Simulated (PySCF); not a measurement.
A compound of formula C50H20 has these computed shifts in ppm, with the number of atoms in brackets (GIAO KT3/pcSseg-1, gas phase, PySCF SCF with an in-house response code, fitting set def2-universal-JFIT, grid level 2, non-relativistic, on the GFN2-xTB geometry; 13C, 1H against isolated TMS).

1H: 9.27 (2), 9.15 (2), 8.96 (2), 8.30 (2), 8.25 (2), 8.15 (2), 8.09 (2), 8.06 (2), 8.03 (2), 8.03 (2)
13C: 127.2 (2), 127.0 (2), 126.4 (2), 125.8 (2), 125.4 (2), 123.2 (2), 122.1 (2), 121.5 (2), 121.3 (2), 121.1 (2), 120.5 (2), 120.3 (2), 120.1 (2), 119.4 (2), 119.4 (2), 118.0 (2), 117.4 (2), 116.9 (2), 116.6 (2), 116.6 (2), 115.5 (2), 115.3 (2), 114.7 (2), 114.0 (2), 113.9 (2)

Problem. Which structure gave them?

Solution. c1ccc2c(c1)c1ccc3cc4cc5cc6cccc7c8cccc9cc%10cc%11cc%12ccc2c2c%12c%12c%11c%11c%10c(c98)c(c67)c5c%11c4c%12c3c12. Other isomers were not compared.
